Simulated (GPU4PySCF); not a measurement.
N-phenylbenzimidazole (C₁₃H₁₀N₂), SMILES c1ccc(-n2cnc3ccccc32)cc1.

Coordinates come from a r2SCAN-D4/def2-TZVP optimisation. Other conformers were not sampled.

The numbers are results of TDDFT-ωB97X/def2-SVPD (GPU4PySCF), not measurements.

Vertical excitations. 

```json
[
 {"state": "S1", "energy (eV)": "5.12", "λ (nm)": "242", "f": "0.052", "main pairs": "HOMO−1→LUMO+2 33 %, HOMO→LUMO 31 %, HOMO→LUMO+4 11 %, HOMO−1→LUMO+4 6 %"},
 {"state": "S2", "energy (eV)": "5.32", "λ (nm)": "233", "f": "0.005", "main pairs": "HOMO→LUMO+1 36 %, HOMO−2→LUMO+1 26 %, HOMO−3→LUMO 23 %, HOMO−3→LUMO+2 6 %"},
 {"state": "S3", "energy (eV)": "5.47", "λ (nm)": "227", "f": "0.166", "main pairs": "HOMO→LUMO+2 37 %, HOMO−1→LUMO 21 %, HOMO−1→LUMO+2 14 %, HOMO→LUMO 12 %"},
 {"state": "S4", "energy (eV)": "5.60", "λ (nm)": "221", "f": "0.352", "main pairs": "HOMO→LUMO 37 %, HOMO→LUMO+2 24 %, HOMO−2→LUMO 12 %, HOMO−1→LUMO+2 12 %"},
 {"state": "S5", "energy (eV)": "6.14", "λ (nm)": "202", "f": "0.008", "main pairs": "HOMO−4→LUMO 38 %, HOMO−4→LUMO+2 28 %, HOMO−2→LUMO 8 %, HOMO−4→LUMO+7 6 %"},
 {"state": "S6", "energy (eV)": "6.30", "λ (nm)": "197", "f": "0.128", "main pairs": "HOMO−1→LUMO 53 %, HOMO→LUMO+2 14 %"},
 {"state": "S7", "energy (eV)": "6.53", "λ (nm)": "190", "f": "0.339", "main pairs": "HOMO−3→LUMO+1 47 %, HOMO−2→LUMO 10 %"},
 {"state": "S8", "energy (eV)": "6.61", "λ (nm)": "188", "f": "0.291", "main pairs": "HOMO→LUMO+1 36 %, HOMO−3→LUMO 28 %, HOMO−3→LUMO+1 10 %"},
 {"state": "S9", "energy (eV)": "6.95", "λ (nm)": "179", "f": "0.015", "main pairs": "HOMO−1→LUMO+1 76 %"},
 {"state": "S10", "energy (eV)": "7.03", "λ (nm)": "176", "f": "0.266", "main pairs": "HOMO→LUMO+4 28 %, HOMO→LUMO+3 21 %, HOMO−1→LUMO+2 15 %, HOMO→LUMO+7 6 %"},
 {"state": "S11", "energy (eV)": "7.08", "λ (nm)": "175", "f": "0.129", "main pairs": "HOMO−1→LUMO+4 53 %"},
 {"state": "S12", "energy (eV)": "7.12", "λ (nm)": "174", "f": "0.152", "main pairs": "HOMO→LUMO+3 31 %, HOMO→LUMO+4 16 %, HOMO→LUMO+5 11 %, HOMO−1→LUMO+2 5 %"},
 {"state": "T1", "energy (eV)": "3.85", "λ (nm)": "322", "f": "0", "main pairs": "HOMO→LUMO+2 39 %, HOMO−1→LUMO 14 %, HOMO−1→LUMO+2 14 %, HOMO→LUMO 10 %"},
 {"state": "T2", "energy (eV)": "4.04", "λ (nm)": "307", "f": "0", "main pairs": "HOMO→LUMO 26 %, HOMO−3→LUMO+1 26 %, HOMO−2→LUMO 23 %, HOMO−2→LUMO+2 6 %"},
 {"state": "T3", "energy (eV)": "4.35", "λ (nm)": "285", "f": "0", "main pairs": "HOMO−1→LUMO+2 41 %, HOMO→LUMO+2 22 %, HOMO−1→LUMO 21 %"},
 {"state": "T4", "energy (eV)": "4.72", "λ (nm)": "263", "f": "0", "main pairs": "HOMO−2→LUMO+1 39 %, HOMO→LUMO+1 37 %, HOMO−3→LUMO 8 %"}
]
```
Triplets are in the Tamm–Dancoff approximation, which puts them higher than full response would, so one can lie above its singlet here.
